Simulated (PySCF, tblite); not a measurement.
`O=S(=O)(Cl)c1cccc([SiH3])c1`. Computed geometry: GFN2-xTB, gas phase.

```
atom  x, y, z in Å
O1     3.8248    0.1961   -0.3805
S2     2.7878   -0.7193   -0.0297
O3     2.7322   -1.9927   -0.6716
Cl4    2.9995   -1.0947    1.9716
C5     1.2045    0.0695   -0.0322
C6     1.1518    1.4403    0.0844
C7    -0.0979    2.0397    0.1144
C8    -1.2373    1.2553    0.0314
C9    -1.1760   -0.1320   -0.0888
Si10  -2.7540   -1.1697   -0.2424
C11    0.0833   -0.7225   -0.1154
H12    2.0691    2.0033    0.1403
H13   -0.1816    3.1121    0.2031
H14   -2.2066    1.7317    0.0603
H15   -2.4072   -2.5748   -0.0485
H16   -3.6976   -0.7066    0.7770
H17   -3.3116   -0.9395   -1.5772
H18    0.2079   -1.7898   -0.2079
```

Q: Where is the centre of mass (commonest isotopes), and what is the radius of gyration?

A: Mass 205.962 u; centre at (1.026, -0.362, 0.212) Å; Rg = √(Σ m r²/M) = 2.630 Å. As Ia + Ib + Ic = 2 Σ m r², the three principal moments sum to 2848.2 u·Å².

Q: Which two atoms are farthest apart?

A: O1···H16, 7.66 Å; the next longest distance is 7.32 Å.

Q: Work out the bond lengths C5–C11, C7–C8, C7–H13, C9–Si10, Si10–H17 in Å.

A: For C5–C11 the difference vector is (-1.1212, -0.7920, -0.0832) Å, of length 1.3752 Å. C5–C11 1.375; C7–C8 1.386; C7–H13 1.079; C9–Si10 1.895; Si10–H17 1.465 Å.

Q: How far apart are these pairs, which share no bond: O1···O3, S2···H13, Cl4···C9, Si10···H13?

A: O1···O3 2.464 Å (2 bonds apart); S2···H13 4.853 Å (4 bonds apart); Cl4···C9 4.755 Å (4 bonds apart); Si10···H13 5.015 Å (4 bonds apart).

Q: What is the repulsion energy of the bare nuclei, Σ ZA·ZB/RAB?

A: 905.19 Eh over 153 pairs, with full nuclear charges and distances in bohr; the largest single term is 70.31 Eh (S2 with Cl4).

Q: How far are the heavy atoms from their best plane (unweighted least squares)?

A: 0.628 Å rms; O1 0.67, S2 0.21, O3 0.80, Cl4 1.78, C5 0.12, C6 0.05, C7 0.05, C8 0.08, C9 0.01, Si10 0.01, C11 0.09 Å (magnitudes).

Q: What are the angles O3–S2–C5, O1–S2–O3, O1–S2–C5, O3–S2–Cl4, C8–C9–C11?

A: From the scalar product of the two bond vectors; for O3–S2–C5 it is -0.9149 Å² over 1.4271 × 1.7689 Å², cos θ = -0.3624. O3–S2–C5 111.2°; O1–S2–O3 119.4°; O1–S2–C5 111.3°; O3–S2–Cl4 106.3°; C8–C9–C11 117.6°.

Q: Give the dihedral angles C6–C7–C8–C9, O1–S2–C5–C11, O3–S2–C5–C11.

A: C6–C7–C8–C9 0° (synperiplanar); O1–S2–C5–C11 161° (antiperiplanar); O3–S2–C5–C11 25° (synperiplanar). Dihedral signs follow IUPAC: positive where, seen along the central bond, the front bond turns clockwise onto the rear one.

Q: Write the matrix of distances between heavy atoms (Å, lower triangle).

A: 
```
O1    0.000
S2    1.427  0.000
O3    2.464  1.427  0.000
Cl4   2.807  2.047  2.804  0.000
C5    2.646  1.769  2.645  2.931  0.000
C6    2.985  2.712  3.854  3.661  1.377  0.000
C7    4.362  3.995  4.989  4.782  2.366  1.386  0.000
C8    5.188  4.484  5.177  5.219  2.715  2.397  1.386  0.000
C9    5.020  4.008  4.368  4.755  2.390  2.814  2.433  1.394  0.000
Si10  6.720  5.564  5.564  6.165  4.153  4.709  4.181  2.873  1.895  0.000
C11   3.862  2.706  2.990  3.605  1.375  2.421  2.778  2.383  1.391  2.875  0.000
```

Its GFN2-xTB frequencies are all real (lowest 22 cm⁻¹). The numbers are those of one conformer.
